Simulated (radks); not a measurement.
Spherical jellium clusters: N electrons in a uniform positive sphere of charge N and radius rs N^(1/3), rs = 2.87 bohr. Calculated with a radial shooting solver with Libxc functionals: non-relativistic Kohn-Sham, PBE, spin-polarised, spherical densities. Levels are named by radial order and angular momentum (1s, 1p, 1d, 2s, ...), and open shells are averaged over m. Each electron was tried in the lowest free levels, single moves between levels near the top were tried too, and the lowest total energy was kept; such a search can miss a lower state. Energies include the self-energy of the background; IP and EA are vertical (highest electron removed, lowest free level filled), at fixed background; spill-out counts the electrons outside the background radius R, and alpha is the static dipole polarisability from linear response (closed shells only). A dash means not computed or, for alpha, an open shell; in EA it means that no bound solution was reached, which is typical of self-interaction and does not show that the anion is unstable. Real open-shell clusters deform, which this model forbids.

N	open shells	2S	E/N (eV)	E(N+1) + E(N-1) - 2E(N) (eV)	IP (eV)	EA (eV)	-e(HOMO) (eV)	spill-out (e)
1	1s(up 1, down 0)	1	-0.960	-	-	-	3.755	0.48
2	none	0	-1.515	1.741	6.675	-	4.122	0.69
3	1p(up 1, down 0)	1	-1.120	-0.933	4.418	-	2.379	1.06
4	1p(up 2, down 0)	2	-1.156	-0.718	5.336	-	3.172	1.29
5	1p(up 3, down 0)	3	-1.321	0.566	5.858	-	3.695	1.45
6	1p(up 3, down 1)	2	-1.336	-0.698	5.098	-	3.230	1.62
7	1p(up 3, down 2)	1	-1.447	-0.477	5.686	1.931	3.751	1.76
8	none	0	-1.590	2.110	6.043	-	4.109	1.87
9	1d(up 1, down 0)	1	-1.466	-0.429	3.823	-	2.143	2.10
10	1d(up 2, down 0)	2	-1.410	-0.374	4.269	-	2.577	2.28
11	1d(up 3, down 0)	3	-1.399	-0.326	4.614	-	2.924	2.44
12	1d(up 4, down 0)	4	-1.416	-0.284	4.891	1.611	3.209	2.57
13	1d(up 5, down 0)	5	-1.453	0.491	5.117	-	3.448	2.68
14	1d(up 5, down 0) 2s(up 1, down 0)	6	-1.449	-0.086	4.566	-	3.069	2.96
15	1d(up 5, down 2)	3	-1.451	-0.414	4.746	1.686	3.186	2.92
16	1d(up 5, down 3)	2	-1.480	-0.243	4.991	1.933	3.434	3.02
17	1d(up 5, down 4)	1	-1.519	-0.210	5.191	2.146	3.641	3.12
18	none	0	-1.565	0.194	5.358	2.023	3.819	3.21
19	2s(up 1, down 0)	1	-1.596	0.370	5.122	1.766	3.653	3.40
20	none	0	-1.606	1.009	4.764	-	3.401	3.64
21	1f(up 1, down 0)	1	-1.567	-0.218	3.800	-	2.390	3.77
22	1f(up 2, down 0)	2	-1.541	-	4.002	-	2.597	3.88

All shells are closed at N = 2, 8, 18, 20 (there: 1s2 1p6 1d10 2s2); the second difference of the energy has clear peaks (12 % above both neighbours; the first and last values, which can be the largest, are not judged, and half-filled shells can peak too) at N = 5, 8, 13, 20.
